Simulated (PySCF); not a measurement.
Vertical excitations of a molecule C5H6Se from TDDFT-PBE/def2-SVPD in PySCF, as energy in eV (oscillator strength): 4.61 (0.001), 5.05 (0.030), 5.22 (0.021), 5.30 (0.002), 5.52 (0.032), 5.81 (0.011), 5.90 (0.003), 5.96 (0.004), 6.04 (0.004), 6.14 (0.001). Lowest triplet (TDA): 4.23 eV. The structure is a stationary point at PBE0-D3(BJ)/def2-SVP. One conformer was computed; it need not be the lowest.

### Question
Which structure fits?
A. C#C[C@H]1C[C@H]1[SeH]
B. C=C=C[Se]C=C
C. Cc1cc[se]c1
D. C#CC(=C)[Se]C

### Answer
A, C#C[C@H]1C[C@H]1[SeH]
